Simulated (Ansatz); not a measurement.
Geometry optimisation, UKS B3LYP/STO-3G (Ansatz).

Input:

```yaml
crystal:
  periodic: [false, false, false]
  atoms:
    - { symbol: Li, position_ang: [-0.97446, -1.71378, -0.40535] }
    - { symbol: C, position_ang: [0.01491, -0.74723, 0.9194] }
    - { symbol: C, position_ang: [0.09544, 0.41722, 0.30218] }
    - { symbol: S, position_ang: [-0.64707, 0.64801, -1.34226] }
    - { symbol: H, position_ang: [0.48468, -0.71452, 1.90461] }
    - { symbol: H, position_ang: [0.53465, 1.35253, 0.64763] }
    - { symbol: H, position_ang: [0.49185, 0.75777, -2.02621] }
magnetization:
  spin_polarized: true
basis:
  gaussian: { orbitals: STO-3G }
hamiltonian:
  xc: b3lyp
relax:
  f_tol: 0.02
  max_steps: 40
```

Launched with:

```bash
$ ansatz run input.yaml --threads 1 --pin off --max-ram 2048MiB --backend cpu --events-out ev --progress --plain --runs-dir out
```

**Question.** Where does it end, and by what steps?

**Answer.** The run converged. Limits of this set-up: minimal basis. After 6 steps the energy has fallen by 0.326 eV; Li1 moved furthest, 0.30 Å.

| step | energy less start (eV) | largest force component (eV/Å) | accepted |
| --- | --- | --- | --- |
| 0 | 0.0000 | 1.620 | yes |
| 1 | -0.2808 | 0.462 | yes |
| 2 | -0.2834 | 0.529 | yes |
| 3 | -0.3183 | 0.486 | yes |
| 4 | -0.3238 | 0.286 | yes |
| 5 | -0.3251 | 0.144 | yes |
| 6 | -0.3257 | 0.012 | yes |

```xyz
7
Properties=species:S:1:pos:R:3
Li -0.847 -1.485 -0.549
C 0.019 -0.758 0.962
C 0.090 0.430 0.334
S -0.712 0.625 -1.326
H 0.487 -0.759 1.964
H 0.535 1.376 0.695
H 0.428 0.571 -2.080
```

Whether the end is a true minimum wasn't checked by a vibrational analysis.

The run took 13 s on 1 thread of Arm Neoverse V2, with other jobs on the host, peak memory 0.14 GiB.
